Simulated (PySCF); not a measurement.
Compound: cyclo-(H2SnNH)2.
Bonds: Sn1–N4, Sn1–N8, N4–Sn5, Sn5–N8. Hydrogens: H2, H3 on Sn1; H9 on N4; H6, H7 on Sn5; H10 on N8.

The calculation used PBE0-D3(BJ)/def2-SVP geometry optimisation, gas phase, def2 core potentials past Kr (PySCF).

**Question.** What internal coordinates does the optimisation give?

**Answer.** 
| bond | length (bohr) |
| --- | --- |
| Sn1–H2, Sn5–H7 | 3.245 |
| Sn1–H3, Sn5–H6 | 3.263 |
| Sn1–N4 and 3 like bonds | 3.882 |
| N4–H9, N8–H10 | 1.919 |

Bonds in one row agree within 0.02 bohr and their mean is given. A selection of angles:
| angle | degrees |
| --- | --- |
| H2–Sn1–H3 | 110.9 |
| H2–Sn1–N4 | 113.8 |
| H3–Sn1–N4 | 116.7 |
| N4–Sn1–N8 | 82.6 |
| Sn1–N4–Sn5 | 96.6 |
| Sn1–N4–H9 | 124.9 |
| Sn1–N8–Sn5 | 96.5 |
| Sn1–N8–H10 | 124.1 |

Dihedral angles: N8–Sn1–N4–Sn5 10° (synperiplanar); N4–Sn1–N8–Sn5 -10° (synperiplanar); Sn1–N4–Sn5–N8 -10° (synperiplanar); N4–Sn5–N8–Sn1 10° (synperiplanar).

Sn1 (tin bonded to 2 N and 2 H) has angles from 82.6° to 116.7°. All 4 N–Sn bonds measure 2.053 to 2.055 Å. N4 (nitrogen bonded to 2 Sn and H) is pyramidal (angles 124.9°, 124.8° and 96.6°, sum 346.3°, 0.31 Å off the plane of its three neighbours).

Point group: C2v (every atom within 0.08 Å of its image). PBE0-D3(BJ)/def2-SVP frequencies: not computed here. One conformer, not necessarily the lowest.

The run took 73 s of wall time on one thread, x86-64 server, no GPU, on a shared host. That covers the optimisation of the geometry.
